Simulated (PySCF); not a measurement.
# Correlation energy of C⁺ (carbon, charge +1)

[He] 2s2 2p1, 2P determinant. Calculation: PySCF 2.14, in aug-cc-pVDZ (4s3p2d, 23 functions); no relativity, point nucleus. Frozen: 1s2; 3 electrons correlated.

MP2 pair energies summed by pair of shells (mhartree):

| pair | energy | share (%) |
| --- | --- | --- |
| 2s-2s | -25.78 | 61.9 |
| 2s-2p | -15.87 | 38.1 |

Total MP2 correlation energy: -41.65 mhartree.

Same-spin part -2.42 and opposite-spin part -39.23 mhartree; SCS-MP2 scales them by 1/3 and 6/5 to -47.89 mhartree.

```csv
level,correlation energy (mhartree)
CCSD,-67.26
(T),-0.69
CCSD(T),-67.95
```

Diagnostics: T1 = 0.0091, D1 = 0.0176, largest double amplitude 0.134.

Cost of the coupled-cluster step: 0.15 s of wall time on 1 thread of Neoverse-V1 (shared host), for 3 correlated electrons.
